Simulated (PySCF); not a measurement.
All of these have the formula C5H5F2NO2. Theory: PySCF, TDDFT B3LYP/def2-SVPD, vertical, gas phase, core orbitals frozen in the response. Geometries: PBE0-D3(BJ)/def2-SVP; one conformer of each isolated species.

A. `C([C@@]1(CCO1)OC(F)F)#N`
B. `CC(=O)COC(F)(F)C#N`
C. `N#C[C@@H]1CO[C@@H](F)[C@@H](F)O1`
D. `N#C[C@@H]1CO[C@H](F)[C@@H](F)O1`

Lowest singlet levels (six at most, fewer where fewer were computed) with oscillator strengths:

1. 6.81 eV (f 0.004); 7.34 eV (f 0.001); 7.42 eV (f 0.005); 7.66 eV (f 0.005); 7.83 eV (f 0.014); 7.92 eV (f 0.009)
2. 6.76 eV (f 0.009); 7.34 eV (f 0.011); 7.50 eV (f 0.010); 7.72 eV (f 0.000); 7.96 eV (f 0.004); 8.10 eV (f 0.003)
3. 4.49 eV (f 0.000); 6.39 eV (f 0.018); 6.42 eV (f 0.005); 6.72 eV (f 0.011); 7.35 eV (f 0.001); 7.54 eV (f 0.000)
4. 7.17 eV (f 0.006); 7.55 eV (f 0.009); 7.64 eV (f 0.002); 7.74 eV (f 0.014); 7.86 eV (f 0.008); 7.94 eV (f 0.006)

Question: Match each spectrum to its molecule.

Answer: 1 = A, 2 = D, 3 = B, 4 = C.
- A: S1 at 6.81 eV, HOMO→LUMO (94%); Löwdin shares by element: HOMO oxygen 61%, carbon 12% or more, hydrogen 6% or more (atoms not listed hold the other 21%); LUMO carbon 34% or more, nitrogen 28%, oxygen 10% or more (atoms not listed hold the other 28%); HOMO -8.83 and LUMO -0.81 eV.
- B: S1 at 4.49 eV, HOMO→LUMO (99%); S1 has the pattern of n→π* at C=O; HOMO -7.79 and LUMO -1.44 eV.
- C: S1 at 7.17 eV, HOMO→LUMO (76%), HOMO-2→LUMO (16%); Löwdin shares by element: HOMO oxygen 41%, carbon 18% or more (atoms not listed hold the other 42%); LUMO carbon 39% or more, nitrogen 31%, oxygen 12% or more (atoms not listed hold the other 18%); HOMO -8.86 and LUMO -0.48 eV.
- D: S1 at 6.76 eV, HOMO→LUMO (92%); Löwdin shares by element: HOMO oxygen 49%, carbon 18% or more (atoms not listed hold the other 33%); LUMO carbon 40% or more, nitrogen 34%, oxygen 10% or more (atoms not listed hold the other 17%); HOMO -8.50 and LUMO -0.65 eV.
A and D have S1 within 0.06 eV of each other; their strongest listed levels stand at 7.83 eV (f 0.014) and 7.34 eV (f 0.011).
